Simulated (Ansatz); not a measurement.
Input file for `[SiH3][BH][GaH2]`:

```yaml
crystal:
  periodic: [false, false, false]
  atoms:
    - {symbol: Si, position_ang: [-0.705340, 1.019243, -1.010132]}
    - {symbol: B, position_ang: [0.784074, 0.022783, -0.105306]}
    - {symbol: Ga, position_ang: [0.514507, -1.407457, 1.348081]}
    - {symbol: H, position_ang: [-2.052139, 0.403535, -0.853669]}
    - {symbol: H, position_ang: [-0.461999, 1.239432, -2.463413]}
    - {symbol: H, position_ang: [-0.740381, 2.354231, -0.337723]}
    - {symbol: H, position_ang: [1.891969, 0.348079, -0.432482]}
    - {symbol: H, position_ang: [0.405120, -2.935828, 0.982271]}
    - {symbol: H, position_ang: [0.364188, -1.044019, 2.872372]}
basis:
  gaussian: {orbitals: def2-SVP}
correlation: {method: ccsd_t}
```

```sh
$ ansatz run in.yaml --threads 2 --pin off --events-out ev --progress --plain --max-ram 4352MiB
```

Output of Ansatz, abridged:

```
Functional definition: HF
944 factors; integrals over basis functions are off by at most 1.1e-3 eV
mean field evaluation 1: about -60950.3665 eV, gradient 1.5e1 eV
mean field evaluation 2: about -60950.3672 eV, gradient 1.5e1 eV
mean field evaluation 4: about -60951.7054 eV, gradient 3.1e0 eV
mean field evaluation 8: about -60951.7230 eV, gradient 5.8e-4 eV
mean field -60951.72300468 eV, -2239.9345058602 hartree, gradient 1.9e-6 eV, S^2 0.000000; 0 other end points of the search recorded, 0 dependent functions left out
15 core orbitals not correlated: weight in the atoms' cores, before any rotation towards them, 1.000 or more for the frozen orbitals, at most 0.000 for the correlated occupied ones
reference -60951.72300468 eV, -2239.9345058602 hartree; 13, 13 occupied and 66, 66 virtual orbitals, 944 factors
second order -10.86875693 eV of doubles, -0.00000000 eV of singles
cycle   1  -11.42045952 eV  change   -5.5e-1 eV  update   1.0e-1
cycle   2  -11.95267109 eV  change   -5.3e-1 eV  update   3.4e-2
cycle   3  -12.03865625 eV  change   -8.6e-2 eV  update   1.7e-2
cycle   4  -12.03198356 eV  change    6.7e-3 eV  update   5.1e-3
cycle   5  -12.03218386 eV  change   -2.0e-4 eV  update   2.1e-3
cycle   6  -12.03172150 eV  change    4.6e-4 eV  update   8.1e-4
cycle   7  -12.03151275 eV  change    2.1e-4 eV  update   3.1e-4
cycle   8  -12.03162562 eV  change   -1.1e-4 eV  update   9.5e-5
cycle   9  -12.03166750 eV  change   -4.2e-5 eV  update   3.6e-5
cycle  10  -12.03164507 eV  change    2.2e-5 eV  update   1.3e-5
perturbative correction -0.35626275 eV, -0.0130924147 hartree
Total energy: -60964.11091250 eV, -2240.3897530758 hartree
```

Hardware: 2 threads of an AMD EPYC 9R45 on a shared host. Wall time 1.6 s, peak host memory 0.33 GiB.

MP2 recovers 87.7 % of the CCSD(T) correlation energy and the triples give 2.9 %; T1 = 0.0133.
